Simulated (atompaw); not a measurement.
**palladium: variants of one PAW (atompaw) potential**

Base potential:

```
Element                 : Pd
Generator               : atompaw 4.2.0.5
Type                    : PAW
Functional              : LDA (PW92)
Relativity              : scalar-relativistic
Frozen core             : [Kr]
Valence charge          : 10
Reference configuration : 4d10 5s0 5p0
Partial waves           : 5s (bound, empty): rc 2.85 bohr; 5s channel at 3.4 Ry: rc 3.00 bohr; 5p (bound, empty): rc 3.00 bohr; 5p channel at 0.35 Ry: rc 3.00 bohr; 4d (bound): rc 1.75 bohr; 4d channel at 0.05 Ry: rc 1.75 bohr
Local potential         : bessel scheme, radius 2.00 bohr
Core correction         : smooth core density matched at 2.30 bohr
Augmentation charge     : besselshape compensation charge, radius 2.70 bohr; PAW radius 3.00 bohr; waves and projectors: custom rrkj gramschmidtortho
```

All-electron outer shells of the reference configuration (LDA (PW92), scalar-relativistic, ld1.x):

```csv
shell,level (eV),outermost node (bohr),outermost maximum (bohr)
4s,-85.44,0.45,0.85
4p,-51.36,0.46,0.91
4d,-4.31,0.45,1.10
5s,-3.61,1.15,2.64
5p,-0.36,1.31,4.09
```

Cutoffs, loose and tight: the cutoffs (Ry, on a coarse ladder) from which the occupation-weighted sum of valence levels, in a spherical-Bessel basis at the reference potential, stays within 10 and 1 mRy of its value at 400 Ry. They see the waves, projectors and local potential, not the compensation charge or the core. A dash means not determined.

A true bound ghost makes a file unfit for plane-wave use even where its test errors are small: the radial tests pick states by their node count and pass the ghost by.

| change | outcome | cutoff, loose | cutoff, tight | bound ghosts |
| --- | --- | --- | --- | --- |
| base | generated | 35 Ry | 60 Ry | none |
| local potential bessel scheme, radius 1.48 bohr | generated | 35 Ry | 60 Ry | none |
| augmentation besselshape compensation charge, radius 2.16 bohr; PAW radius 3.00 bohr; waves and projectors: custom rrkj gramschmidtortho | generated | 35 Ry | 60 Ry | none |
| all radii scaled by about 0.91 (s 2.60, p 2.74, d 1.60 bohr); local potential bessel scheme, radius 1.82 bohr; augmentation besselshape compensation charge, radius 2.46 bohr; PAW radius 2.74 bohr; waves and projectors: custom rrkj gramschmidtortho; core correction smooth core density matched at 2.10 bohr | generated | 40 Ry | 70 Ry | none |
| core correction smooth core density matched at 1.92 bohr | generated | 35 Ry | 60 Ry | none |
| wave 5p channel at 0.35 Ry: rc 3.00 bohr becomes 5p channel at 11.63 Ry: rc 3.00 bohr | generated | 35 Ry | 60 Ry | none |
| core [Ar] 3d10, valence charge 18; reference 4s2 4p6 4d8 5s0 5p0; waves now 4s (bound): rc 1.15 bohr; 5s (bound): rc 1.55 bohr; 4p (bound): rc 1.75 bohr; 5p (bound): rc 2.00 bohr; 4d (bound): rc 2.00 bohr; 4d channel at -0.7 Ry: rc 2.00 bohr; local potential bessel scheme, radius 1.50 bohr; core correction smooth core density matched at 1.25 bohr; augmentation besselshape compensation charge, radius 1.50 bohr; PAW radius 2.00 bohr; waves and projectors: custom rrkj gramschmidtortho | generated | 40 Ry | 70 Ry | none |
| wave 4d channel at 0.05 Ry: rc 1.75 bohr becomes 4d channel at 0.05 Ry: rc 2.90 bohr | generated | 35 Ry | 60 Ry | none |
| wave 4d (bound): rc 1.75 bohr becomes 4d (bound): rc 1.80 bohr | generated | 35 Ry | 55 Ry | none |
| wave 5p channel at 0.35 Ry: rc 3.00 bohr becomes 5p channel at 0.76 Ry: rc 3.00 bohr | generated | 35 Ry | 60 Ry | none |
| augmentation besselshape compensation charge, radius 2.94 bohr; PAW radius 3.00 bohr; waves and projectors: custom rrkj gramschmidtortho | generated | 35 Ry | 60 Ry | none |

Task: What comes out with this change to the base: local potential troulliermartins scheme with l = 3 at 0 Ry, radius 2.00 bohr?

Result: outcome: generated; cutoff, loose: 35 Ry; cutoff, tight: 60 Ry; bound ghosts: s, p.

Task: What comes out with this change to the base: wave 4d (bound): rc 1.75 bohr becomes 4d (bound): rc 1.56 bohr?

Result: outcome: generated; cutoff, loose: 45 Ry; cutoff, tight: 80 Ry; bound ghosts: none.
